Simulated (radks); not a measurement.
Correlation energies from several functionals, in hartree. Species: Cd+ [Kr] 4d10 5s1; Cd2+ [Kr] 4d10; B4+ 1s1; Kr [Kr]. Calculated with a radial shooting solver on a logarithmic mesh with Libxc functionals: non-relativistic Kohn-Sham, LDA (Slater exchange, Perdew-Wang correlation), spin-polarised, spherical densities, point nucleus. Every spin shell is full or empty, so the densities are truly spherical. Functionals are evaluated on that one density, not self-consistently.

functional      Cd+     Cd2+         B4+       Kr
PW92        -4.5067  -4.4717   -0.040465  -3.2683
VWN5        -4.5268  -4.4915   -0.040395  -3.2829
PZ          -4.5042  -4.4694   -0.040669  -3.2664
Chachiyo    -4.4466  -4.4127   -0.040041  -3.2207
PBE         -2.5083  -2.4898  -0.0061984  -1.7625
PBEsol      -2.8391  -2.8151  -0.0087022  -2.0131
LYP         -2.3929  -2.3670           0  -1.7497
PW91        -2.7103  -2.6906  -0.0083089  -1.9101
AM05        -4.1967  -4.1657   -0.035322  -3.0200
revTPSS     -2.5387  -2.5197           0  -1.7933
SCAN        -2.5063  -2.4758           0  -1.7599
r2SCAN      -2.5202  -2.4889           0  -1.7741
